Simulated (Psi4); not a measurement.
Job for Psi4: SAPT0/aug-cc-pVDZ on AsH6P (a complex).

```
memory 1800 MB

molecule dimer {
0 1
P    -0.02368630    0.12211135   -0.47461598
H     1.38807192   -0.00196129   -0.46009729
H    -0.23775009   -1.26422134   -0.27260405
H    -0.11148580    0.02546532   -1.88833417
--
0 1
As    0.21537326    0.38394435    3.14906391
H     0.31419346    0.51023955    4.66764707
H    -1.29438952    0.58418694    3.16542766
H     0.47302324    1.87102326    2.94366207
units angstrom
symmetry c1
no_reorient
no_com
}

set {
  basis aug-cc-pVDZ
  scf_type df
  freeze_core true
}

energy('sapt0')
```

Output:

```
[...]
==> Input File <==

--------------------------------------------------------------------------
memory 1800 MB

molecule dimer {
0 1
P    -0.02368630    0.12211135   -0.47461598
H     1.38807192   -0.00196129   -0.46009729
H    -0.23775009   -1.26422134   -0.27260405
H    -0.11148580    0.02546532   -1.88833417
--
0 1
As    0.21537326    0.38394435    3.14906391
H     0.31419346    0.51023955    4.66764707
H    -1.29438952    0.58418694    3.16542766
H     0.47302324    1.87102326    2.94366207
units angstrom
symmetry c1
no_reorient
no_com
}

set {
  basis aug-cc-pVDZ
  scf_type df
  freeze_core true
}

energy('sapt0')
--------------------------------------------------------------------------


   => Loading Basis Set <=

    Name: AUG-CC-PVDZ
    Role: ORBITAL
    Keyword: BASIS
    atoms 1        entry P          line   636 file aug-cc-pvdz.gbs
    atoms 2-4, 6-8 entry H          line    40 file aug-cc-pvdz.gbs
    atoms 5        entry AS         line  3108 file aug-cc-pvdz.gbs

   => Loading Basis Set <=

    Name: AUG-CC-PVDZ
    Role: ORBITAL
    Keyword: BASIS
    atoms 1        entry P          line   636 file aug-cc-pvdz.gbs
    atoms 2-4, 6-8 entry H          line    40 file aug-cc-pvdz.gbs
    atoms 5        entry AS         line  3108 file aug-cc-pvdz.gbs


  //>>>>>>>>>>>>>>>>>>>>>>>>>>>>>>>>>>>//
  //              Dimer HF             //
  //<<<<<<<<<<<<<<<<<<<<<<<<<<<<<<<<<<<//

   => Libint2 <=

    Primary   basis highest AM E, G, H:  7, 6, 3
    Auxiliary basis highest AM E, G, H:  7, 7, 4
    Onebody   basis highest AM E, G, H:  -, -, -
    Solid Harmonics ordering:            Gaussian


   => Loading Basis Set <=

    Name: AUG-CC-PVDZ
    Role: ORBITAL
    Keyword: BASIS
    atoms 1        entry P          line   636 file aug-cc-pvdz.gbs
    atoms 2-4, 6-8 entry H          line    40 file aug-cc-pvdz.gbs
    atoms 5        entry AS         line  3108 file aug-cc-pvdz.gbs


         ---------------------------------------------------------
                                   SCF
               by Justin Turney, Rob Parrish, Andy Simmonett
                          and Daniel G. A. Smith
                              RHF Reference
                        1 Threads,   1716 MiB Core
         ---------------------------------------------------------

  ==> Geometry <==

    Molecular point group: c1
    Full point group: C1

    Geometry (in Angstrom), charge = 0, multiplicity = 1:

       Center              X                  Y                   Z               Mass
    ------------   -----------------  -----------------  -----------------  -----------------
         P           -0.023686300000     0.122111350000    -0.474615980000    30.973761998420
         H            1.388071920000    -0.001961290000    -0.460097290000     1.007825032230
         H           -0.237750090000    -1.264221340000    -0.272604050000     1.007825032230
         H           -0.111485800000     0.025465320000    -1.888334170000     1.007825032230
         AS           0.215373260000     0.383944350000     3.149063910000    74.921594570000
         H            0.314193460000     0.510239550000     4.667647070000     1.007825032230
         H           -1.294389520000     0.584186940000     3.165427660000     1.007825032230
         H            0.473023240000     1.871023260000     2.943662070000     1.007825032230

  Running in c1 symmetry.

  Rotational constants: A =      1.81870  B =      0.02070  C =      0.02068 [cm^-1]
  Rotational constants: A =  54523.31374  B =    620.69582  C =    619.87805 [MHz]
  Nuclear repulsion =  143.795015847082823

  Charge       = 0
  Multiplicity = 1
  Electrons    = 54
  Nalpha       = 27
  Nbeta        = 27

  ==> Algorithm <==

  SCF Algorithm Type is DF.
  DIIS enabled.
  MOM disabled.
  Fractional occupation disabled.
  Guess Type is SAD.
  Energy threshold   = 1.00e-08
  Density threshold  = 1.00e-08
  Integral threshold = 1.00e-12

  ==> Primary Basis <==

  Basis Set: AUG-CC-PVDZ
    Blend: AUG-CC-PVDZ
    Number of shells: 55
    Number of basis functions: 117
    Number of Cartesian functions: 122
    Spherical Harmonics?: true
    Max angular momentum: 2

   => Loading Basis Set <=

    Name: (AUG-CC-PVDZ AUX)
    Role: JKFIT
    Keyword: DF_BASIS_SCF
    atoms 1        entry P          line   608 file aug-cc-pvdz-jkfit.gbs
    atoms 2-4, 6-8 entry H          line    70 file aug-cc-pvdz-jkfit.gbs
    atoms 5        entry AS         line  1158 file aug-cc-pvdz-jkfit.gbs

  ==> Integral Setup <==

  DFHelper Memory: AOs need 0.056 GiB; user supplied 1.257 GiB.
  SCF_SUBTYPE=INCORE selected. In-core MEM_DF algorithm will be used.
  Using in-core AOs.

  ==> MemDFJK: Density-Fitted J/K Matrices <==

    J tasked:                   Yes
    K tasked:                   Yes
    wK tasked:                   No
    OpenMP threads:               1
    Algorithm:                 Core
    Schwarz Cutoff:           1E-12
    Mask sparsity (%):       1.1250
    Fitting Con
[...]
  113A      5.692428   114A     17.338050
     115A     17.544488   116A     17.577774   117A    120.200439

    Final Occupation by Irrep:
              A
    DOCC [    18 ]
    NA   [    18 ]
    NB   [    18 ]

  @DF-RHF Final Energy: -2235.32107424338119

   => Energetics <=

    Nuclear Repulsion Energy =             35.0877868989007595
    One-Electron Energy =               -3185.0139540324030349
    Two-Electron Energy =                 914.6050928901206589
    Total Energy =                      -2235.3210742433811902

Computation Completed


Properties will be evaluated at   0.000000,   0.000000,   0.000000 [a0]

Properties computed using the SCF density matrix


 Multipole Moments:

 ------------------------------------------------------------------------------------
     Multipole            Electronic (a.u.)      Nuclear  (a.u.)        Total (a.u.)
 ------------------------------------------------------------------------------------

 L = 1.  Multiply by 2.5417464519 to convert [e a0] to [Debye]
 Dipole X            :        -12.5459310           12.4724660           -0.0734650
 Dipole Y            :        -29.4322955           29.5470269            0.1147314
 Dipole Z            :       -216.6628948          216.7437363            0.0808416
 Magnitude           :                                                    0.1584165

 ------------------------------------------------------------------------------------

  Constructing Basis Sets for SAPT...

   => Loading Basis Set <=

    Name: (AUG-CC-PVDZ AUX)
    Role: RIFIT
    Keyword: DF_BASIS_SAPT
    atoms 1        entry P          line   458 file aug-cc-pvdz-ri.gbs
    atoms 2-4, 6-8 entry H          line    30 file aug-cc-pvdz-ri.gbs
    atoms 5        entry AS         line   830 file aug-cc-pvdz-ri.gbs

   => Loading Basis Set <=

    Name: (AUG-CC-PVDZ AUX)
    Role: JKFIT
    Keyword: DF_BASIS_ELST
    atoms 1        entry P          line   608 file aug-cc-pvdz-jkfit.gbs
    atoms 2-4, 6-8 entry H          line    70 file aug-cc-pvdz-jkfit.gbs
    atoms 5        entry AS         line  1158 file aug-cc-pvdz-jkfit.gbs


  //>>>>>>>>>>>>>>>>>>>>>>>>>>>>>>>>>>>//
  //               SAPT0               //
  //<<<<<<<<<<<<<<<<<<<<<<<<<<<<<<<<<<<//



        SAPT0
    Ed Hohenstein
     6 June 2009

      Orbital Information
  --------------------------
    NSO        =       117
    NMO        =       117
    NRI        =       360
    NRI (Elst) =       514
    NOCC A     =         9
    NOCC B     =        18
    FOCC A     =         5
    FOCC B     =         9
    NVIR A     =       108
    NVIR B     =        99

    Elst10,r            =    -0.003587882325 [Eh]
    Exch10              =     0.006169656257 [Eh]
    Exch10 (S^2)        =     0.006131963221 [Eh]

    Maxiter = 50
    CPHF R converge = 1.000000E-08

    Iter     Energy [mEh]          dE [mEh]         Residual      Time [s]
       1      -3.12086781       3.120867811     6.523663e-03             0
       2      -3.80004422       0.679176406     1.147294e-03             0
       3      -3.76770273      -0.032341487     2.638925e-04             0
       4      -3.77114954       0.003446812     6.207796e-05             0
       5      -3.77147699       0.000327451     1.353965e-05             0
       6      -3.77123555      -0.000241444     3.058392e-06             0
       7      -3.77127964       0.000044094     4.789189e-07             0
       8      -3.77127680      -0.000002848     1.034944e-07             0
       9      -3.77127602      -0.000000777     2.596967e-08             0
      10      -3.77127625       0.000000228     3.298748e-09             0

    CHF Iterations converged

    Maxiter = 50
    CPHF R converge = 1.000000E-08

    Iter     Energy [mEh]          dE [mEh]         Residual      Time [s]
       1      -1.81445528       1.814455280     5.450391e-03             0
       2      -2.28251269       0.468057409     9.731014e-04             0
       3      -2.26711916      -0.015393530     2.574173e-04             0
       4      -2.26623296      -0.000886200     7.352191e-05             0
       5      -2.26720629       0.000973331     1.652983e-05             0
       6      -2.26713045      -0.000075840     4.307140e-06             0
       7      -2.26709480      -0.000035648     9.006868e-07             0
       8      -2.26710360       0.000008796     1.823862e-07             0
       9      -2.26710300      -0.000000597     3.473577e-08             0
      10      -2.26710277      -0.000000232     8.283646e-09             0

    CHF Iterations converged

    Ind20,r (A<-B)      =    -0.003771276247 [Eh]
    Ind20,r (B<-A)      =    -0.002267102768 [Eh]
    Ind20,r             =    -0.006038379015 [Eh]
    Exch-Ind20,r (A<-B) =     0.003508468637 [Eh]
    Exch-Ind20,r (B<-A) =     0.002042168580 [Eh]
    Exch-Ind20,r        =     0.005550637217 [Eh]
    Disp20              =    -0.004426988545 [Eh]
    Disp20 (SS)         =    -0.002213494273 [Eh]
    Disp20 (OS)         =    -0.002213494273 [Eh]
    Exch-Disp20         =     0.000575334411 [Eh]
    Exch-Disp20 (SS)    =     0.000351811206 [Eh]
    Exch-Disp20 (OS)    =     0.000223523204 [Eh]

    SAPT Results
  --------------------------------------------------------------------------------------------------------
    Electrostatics                 -3.58788233 [mEh]      -2.25143015 [kcal/mol]      -9.41998375 [kJ/mol]
      Elst10,r                     -3.58788233 [mEh]      -2.25143015 [kcal/mol]      -9.41998375 [kJ/mol]

    Exchange                        6.16965626 [mEh]       3.87151775 [kcal/mol]      16.19843027 [kJ/mol]
      Exch10                        6.16965626 [mEh]       3.87151775 [kcal/mol]      16.19843027 [kJ/mol]
      Exch10(S^2)                   6.13196322 [mEh]       3.84786501 [kcal/mol]      16.09946722 [kJ/mol]

    Induction                      -1.08597052 [mEh]      -0.68145679 [kcal/mol]      -2.85121522 [kJ/mol]
      Ind20,r                      -6.03837901 [mEh]      -3.78914004 [kcal/mol]     -15.85376192 [kJ/mol]
      Exch-Ind20,r                  5.55063722 [mEh]       3.48307744 [kcal/mol]      14.57319601 [kJ/mol]
      delta HF,r (2)               -0.59822873 [mEh]      -0.37539419 [kcal/mol]      -1.57064930 [kJ/mol]

    Dispersion                     -3.85165413 [mEh]      -2.41694946 [kcal/mol]     -10.11251654 [kJ/mol]
      Disp20                       -4.42698855 [mEh]      -2.77797725 [kcal/mol]     -11.62305682 [kJ/mol]
      Exch-Disp20                   0.57533441 [mEh]       0.36102779 [kcal/mol]       1.51054029 [kJ/mol]
      Disp20 (SS)                  -2.21349427 [mEh]      -1.38898863 [kcal/mol]      -5.81152841 [kJ/mol]
      Disp20 (OS)                  -2.21349427 [mEh]      -1.38898863 [kcal/mol]      -5.81152841 [kJ/mol]
      Exch-Disp20 (SS)              0.35181121 [mEh]       0.22076486 [kcal/mol]       0.92368019 [kJ/mol]
      Exch-Disp20 (OS)              0.22352320 [mEh]       0.14026293 [kcal/mol]       0.58686009 [kJ/mol]

  Total HF                          1.49580341 [mEh]       0.93863081 [kcal/mol]       3.92723131 [kJ/mol]
  Total SAPT0                      -2.35585073 [mEh]      -1.47831865 [kcal/mol]      -6.18528523 [kJ/mol]

  Special recipe for scaled SAPT0 (see Manual):
    Electrostatics sSAPT0          -3.58788233 [mEh]      -2.25143015 [kcal/mol]      -9.41998375 [kJ/mol]
    Exchange sSAPT0                 6.16965626 [mEh]       3.87151775 [kcal/mol]      16.19843027 [kJ/mol]
    Induction sSAPT0               -0.98298112 [mEh]      -0.61682997 [kcal/mol]      -2.58081658 [kJ/mol]
    Dispersion sSAPT0              -3.84097908 [mEh]      -2.41025076 [kcal/mol]     -10.08448919 [kJ/mol]
  Total sSAPT0                     -2.24218627 [mEh]      -1.40699313 [kcal/mol]      -5.88685924 [kJ/mol]
  --------------------------------------------------------------------------------------------------------



*** Psi4 exiting successfully. Buy a developer a beer!
```

The run finished.

Cost: around 7 core-seconds (rough).
